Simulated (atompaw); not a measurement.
# iron: one change to a PAW (atompaw) potential, before and after

```json
{
  "Element": "Fe",
  "Generator": "atompaw 4.2.0.5",
  "Type": "PAW",
  "Functional": "PBE",
  "Relativity": "scalar-relativistic",
  "Frozen core": "[Ne] 3s2",
  "Valence charge": "14",
  "Reference configuration": "3p6 3d6 4s1 4p1",
  "Partial waves": "4s (bound): rc 2.35 bohr; 4s channel at 2.5 Ry: rc 2.35 bohr; 3p (bound): rc 1.40 bohr; 4p (bound): rc 2.35 bohr; 3d (bound): rc 1.65 bohr; 3d channel at 2.6 Ry: rc 1.65 bohr",
  "Local potential": "troulliermartins scheme with l = 3 at -0.5 Ry, radius 2.15 bohr",
  "Core correction": "smooth core density matched at 2.00 bohr",
  "Augmentation charge": "besselshape compensation charge, radius 2.15 bohr; PAW radius 2.35 bohr; waves and projectors: custom polynom vanderbiltortho"
}
```

Change: local potential bessel scheme, radius 2.15 bohr.

Cutoffs: the cutoffs (Ry, on a coarse ladder) from which the occupation-weighted sum of valence levels, in a spherical-Bessel basis at the reference potential, stays within 10 and 1 mRy of its value at 400 Ry; they do not see the model core or the augmentation charge, which bear on the density cutoff.

**Question.** What does the change do?

**Answer.** The potential gets neither clearly harder nor softer (60 Ry and 100 Ry → 60 Ry and 100 Ry); the bound ghost in s disappears. A state that the projectors do not describe sees the local part alone, so a deeper or shallower local part can create or remove a ghost.

```tsv
quantity	base	changed
cutoff, loose	60 Ry	60 Ry
cutoff, tight	100 Ry	100 Ry
bound ghosts	s	none
s: phases at 2.36 bohr within 0.05 rad from the reference energy up to (Ry; the scan ends near 5)	to the end of the scan	4.9
p: phases at 2.36 bohr within 0.05 rad from the reference energy up to (Ry; the scan ends near 5)	to the end of the scan	to the end of the scan
d: phases at 2.36 bohr within 0.05 rad from the reference energy up to (Ry; the scan ends near 5)	to the end of the scan	to the end of the scan
lowest overlap eigenvalue by channel	s 0.02, p 0.56, d 0.94	s 0.24, p 0.61, d 0.98
```

 A true bound ghost makes a file unfit for plane-wave use even where its test errors are small: the radial tests pick states by their node count and pass the ghost by. The cutoffs see the waves, projectors and local potential, not the compensation charge or the core.
